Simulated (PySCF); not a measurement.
## C2H9ClOSi2

C2H9ClOSi2 is a small molecule, neutral, singlet. The structure, one conformer, was relaxed in the gas phase by PBE0-D3(BJ)/def2-SVP. No frequency run checks that it is a minimum.

SMILES: C[Si](O)(Cl)C[SiH3]

```xyz
15

Si    0.501   -0.048   -0.618
C     2.353   -0.128   -0.449
C    -0.426   -0.421    0.945
Si   -2.248    0.072    0.900
O    -0.025    1.448   -1.113
Cl   -0.040   -1.452   -2.066
H     2.851    0.076   -1.410
H     2.671   -1.125   -0.109
H     2.700    0.617    0.285
H     0.060    0.106    1.785
H    -0.345   -1.501    1.151
H    -2.394    1.553    1.005
H    -2.886   -0.398   -0.365
H    -2.968   -0.554    2.053
H     0.194    1.729   -2.005
```
Atom numbers follow the order of the file, from 1.

Shieldings: GIAO PBE0/pcSseg-1. Shifts are against computed references at the same level: C TMS (σ 184.4 ppm), H TMS (σ 31.27 ppm), Si TMS (σ 352.0 ppm). Core levels by delta-SCF with SCAN, pcX-2 on the ionised atom and pcseg-1 elsewhere, spin-free X2C (2p3/2 is the spin-free 2p value less a third of a first-order spin-orbit splitting); from the vacuum level, for chosen atoms.

Problem. Give the shieldings and core levels atom by atom.

Solution. 
| atoms | bonded to | σ (ppm) | δ (ppm) | core level (eV) |
| --- | --- | --- | --- | --- |
| Si1 | 2 C + 1 Cl + 1 O | 324.1 | 27.9 | 2p3/2 107.77 |
| C2 | 1 Si + 3 H | 178.1 | 6.3 | 1s 290.49 |
| C3 | 2 Si + 2 H | 188.8 | -4.4 | 1s 290.04 |
| Si4 | 1 C + 3 H | 423.3 | -71.3 | - |
| O5 | 1 Si + 1 H | 260.6 | - | 1s 538.67 |
| Cl6 | 1 Si | 881.5 | - | 2p3/2 205.58 |
| H7 H8 H9 | 1 C | 30.86 | 0.41 | - |
| H10 | 1 C | 31.13 | 0.13 | - |
| H11 | 1 C | 31.41 | -0.15 | - |
| H12 H13 H14 | 1 Si | 27.21 | 4.06 | - |
| H15 | 1 O | 29.66 | 1.61 | - |

Values are those of this one static structure, with the three H of a rotating XH3 group averaged; atoms that internal rotation interchanges would show their mean in an NMR spectrum.

Problem. Which of C2, C3 holds its core electrons tightest, and by how much against the loosest?

Solution. C2 (bonded to 1 Si + 3 H), by 0.45 eV over C3 (bonded to 2 Si + 2 H).

Problem. By CAM-B3LYP/def2-SVPD (TDDFT singlets, Tamm-Dancoff triplets, ionisation by delta-SCF), where does absorption start, and what does vertical ionisation take?

Solution. The lowest singlet lies at 7.69 eV (f 0.067), the strongest of the first 6 at 8.50 eV (f 0.136), the lowest triplet at 7.43 eV; vertical ionisation takes 10.49 eV.
